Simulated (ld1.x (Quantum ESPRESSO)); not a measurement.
## What one change does to a pseudopotential (I (Z = 53), TM)

I (Z = 53), norm-conserving Troullier–Martins (Kleinman–Bylander form), made with ld1.x (Quantum ESPRESSO) 7.5 (PBE, scalar-relativistic). Core [Kr] 4d10, reference 5s1 5p6. Waves: 5p (bound): rc 2.20 bohr; 5s (bound): rc 1.60 bohr. Local part: the s channel. Core correction: a·sin(br)/r model core inside 1.45 bohr.

Change: all radii but the core radius scaled by about 0.87 (s 1.40, p 1.92 bohr).

Cutoffs: the cutoffs (Ry, on a coarse ladder) from which the occupation-weighted sum of valence levels, in a spherical-Bessel basis at the reference potential, stays within 10 and 1 mRy of its value at 400 Ry; they do not see the model core or the augmentation charge, which bear on the density cutoff. Errors are all-electron minus pseudo energies relative to the spin-unpolarised reference configuration.

Task: How do hardness, ghosts and transferability respond?

Result: The potential gets harder (30 Ry and 55 Ry → 40 Ry and 120 Ry); of the 7 tests that both files solve, the error grows in 6 and shrinks in 0 by more than 15 % and 0.3 meV (median size 9.7 → 16.7 meV); neither file shows a bound ghost. A smaller radius makes the pseudo-wave follow the all-electron one further in, where it bends more sharply, so more plane waves are needed. That the errors move this way runs against the usual rule that smaller radii transfer better.

```csv
quantity,base,changed
"cutoff, loose",30 Ry,40 Ry
"cutoff, tight",55 Ry,120 Ry
loose cutoff by channel (10 mRy a level),"p 15 Ry, s 30 Ry","p 15 Ry, s 40 Ry"
bound ghosts,none,none
"error for 5s2 5p5, meV [ΔE -10.41 eV]",-8.1,-14
"error for 5s2 5p4, meV [ΔE 0.72 eV]",-9.7,-17
"error for 5s2 5p3, meV [ΔE 20.56 eV]",-14,-23
"error for 5s2 5p4.5, meV [ΔE -5.88 eV]",-9.0,-15
"error for 5s1 5p5, meV [ΔE 11.70 eV]",-3.0,-3.9
"error for 5s2 5p2, meV [ΔE 49.89 eV]",-35,-43
"error for 5s2 5p1, meV [ΔE 89.32 eV]",-99,-92
```
